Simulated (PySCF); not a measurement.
This script is equivalent to a calculation on Mg (magnesium, neutral).

```python
from pyscf import gto, scf, dft, mp, cc
import basis_set_exchange as bse
mol = gto.M(atom="Mg 0 0 0", charge=0, spin=0, symmetry="D2h",
            basis=gto.basis.parse(bse.get_basis("aug-cc-pVDZ", elements=["Mg"], fmt="nwchem", header=False)))
mf = scf.UHF(mol)
mf.irrep_nelec = {'Ag': (3, 3), 'B1u': (1, 1), 'B2u': (1, 1), 'B3u': (1, 1)}
mf.kernel()
```

(1) What total energy does it give?

(2) Which occupied shell lies highest, and where?

## Answers

(1) -199.60834 hartree (calculated).

(2) 3s, at -6.888 eV.
